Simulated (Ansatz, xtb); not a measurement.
Molecule: CBF$_{2}$O, charge -1, multiplicity 1. It need not be the lowest isomer of its formula. Whether it binds its extra electron was not tested at this geometry. SMILES: O=[C-]B(F)F
Geometry from a B3LYP-D3(BJ)/def2-TZVP (Ansatz, an electronic-structure program) optimisation:
```
B
F 1 1.3992
F 1 1.3992 2 113.22
C 1 1.4311 2 123.39 3 -180.00
O 4 1.2099 3 152.04 1 180.00
```
Charge -1, spin multiplicity 1.

Harmonic wavenumbers from GFN2-xTB (xtb, at its own minimum), cm⁻¹: 145, 258, 332, 347, 483, 653, 906, 1202, 1976.

Problem. Give the harmonic wavenumbers at B3LYP-D3(BJ)/def2-TZVP (Ansatz, finite differences of forces, unscaled).

Solution. 166, 186, 347, 390, 603, 687, 1129, 1239, 1944 cm⁻¹. Zero-point energy 9.6 kcal/mol.

Problem. From these and the geometry, give the ideal-gas thermochemistry at 298.15 K and 1 atm (rigid rotor, harmonic oscillator).

Solution. Point group C2v, rotational symmetry number 2. Rotational constants 9.745, 3.441, 2.543 GHz. S(trans) 38.93, S(rot) 24.36, S(vib) 7.78, S(elec, spin only) 0.00, S 71.1 cal/(mol K). H(298) - H(0) 3.75 kcal/mol; G - E(el) -7.9 kcal/mol.
